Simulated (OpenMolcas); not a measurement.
## Multiplet structure of Ir

- Program: OpenMolcas 26.06
- Method: CASSCF
- Basis: ANO-RCC-VQZP [9s8p6d4f2g1h]
- Scalar Hamiltonian: DKH2, point nucleus
- Active space: 7 electrons in 5 orbitals (5d)
- State averaging: 2S+1 = 4 even, 10 roots; 2S+1 = 2 even, 40 roots
- Spin-orbit coupling: state interaction with AMFI integrals over the reference wave functions, term energies averaged over their components

Spin-free terms above the lowest, with the occupations of the reference:

```
Configuration   Term  E (cm⁻¹)  Occupations
      5d⁷ 6s²     ⁴F       0.0      5d 7.00
      5d⁷ 6s²     ⁴P     11884      5d 7.00
      5d⁷ 6s²     ²G     12708      5d 7.00
      5d⁷ 6s²     ²P     16644      5d 7.00
      5d⁷ 6s²     ²H     16644      5d 7.00
      5d⁷ 6s²  ²D(1)     18225      5d 7.00
      5d⁷ 6s²     ²F     28450      5d 7.00
      5d⁷ 6s²  ²D(2)     45005      5d 7.00
```

With spin-orbit coupling, above the lowest level:

| Configuration | Term | J | E (cm⁻¹) | Measured (cm⁻¹) | g | Term weight % | Second |
| --- | --- | --- | --- | --- | --- | --- | --- |
| 5d⁷ 6s² | ⁴F | 9/2 | 0.0 | 0.0 | 1.307 | 88 | 11 ²G |
| 5d⁷ 6s² | ⁴F | 7/2 | 7113 | 7107 | 1.228 | 97 | 3 ²G |
| 5d⁷ 6s² | ⁴F | 5/2 | 9511 | 9878 | 1.072 | 80 | 15 ²D(1) |
| 5d⁷ 6s² | ⁴F | 3/2 | 10358 |  | 0.754 | 53 | 22 ²D(1) |
| 5d⁷ 6s² | ⁴P | 3/2 | 14550 |  | 1.232 | 42 | 29 ⁴F |
| 5d⁷ 6s² | ⁴P | 5/2 | 16453 | 12952 | 1.532 | 86 | 8 ⁴F |
| 5d⁷ 6s² | ²G | 9/2 | 16815 | 13940 | 1.084 | 65 | 25 ²H |
| 5d⁷ 6s² | ⁴P | 1/2 | 19711 |  | 2.072 | 70 | 30 ²P |
| 5d⁷ 6s² | ²H | 11/2 | 22515 |  | 1.091 | 100 |  |
| 5d⁷ 6s² | ²G | 7/2 | 22733 | 17779 | 0.914 | 91 | 7 ²F |
| 5d⁷ 6s² | ⁴P | 3/2 | 25559 |  | 1.265 | 43 | 23 ²D(1) |
| 5d⁷ 6s² | ²D(1) | 5/2 | 26360 |  | 1.212 | 79 | 12 ⁴F |
| 5d⁷ 6s² | ²P | 1/2 | 29963 |  | 1.264 | 70 | 30 ⁴P |
| 5d⁷ 6s² | ²H | 9/2 | 30146 |  | 0.963 | 75 | 24 ²G |
| 5d⁷ 6s² | ²F | 5/2 | 33926 | 26404 | 0.887 | 91 | 6 ²D(2) |
| 5d⁷ 6s² | ²D(1) | 3/2 | 36719 |  | 1.009 | 50 | 30 ²P |
| 5d⁷ 6s² | ²F | 7/2 | 38327 |  | 1.128 | 93 | 6 ²G |
| 5d⁷ 6s² | ²D(2) | 3/2 | 52740 |  | 0.807 | 92 | 5 ²D(1) |
| 5d⁷ 6s² | ²D(2) | 5/2 | 56074 |  | 1.185 | 92 | 6 ²F |

Against the 6 measured excited levels shown (NIST Handbook of Basic Atomic Spectroscopic Data) the mean absolute deviation is 3200 cm-1; the largest miss in energy is 5d⁷ 6s² ²F_5/2: computed 33926, measured 26404 cm⁻¹ (+28.5 %).

Spin-orbit coupling puts the lowest level 7752 cm⁻¹ below the lowest spin-free term.

A least-squares Racah fit to the terms below 60000 cm-1, each weighted by 2L + 1 and with a free common offset, gives B = 787 cm-1 and C = 3170 cm-1 (C/B = 4.03), with an rms deviation of 22 cm-1.

Without dynamic correlation excited terms often stand tens of per cent too high (terms of higher spin than the ground term too low), and those without a measured partner can miss by more than the paired ones. Some levels mix across a computed gap that differs much from the measured one, so their mixing is not that of the real levels. With the s shell closed, the reference lacks s² → p², s² → d² and s → d mixing, so excited terms can stand far too high and out of order, with CASPT2 too. Measured partners are found by configuration, term and J. A level has none where our copy of the source lacks it or the pairing is in doubt (some pairs that miss far off the trend of their configuration count as doubtful), and it then counts in no deviation. Levels of configurations outside the active space are missing.

The term weight is that of the spin-free term in the level, not the purity of its configuration. A number in round brackets counts repeated terms of one configuration in the order of the reference energies.
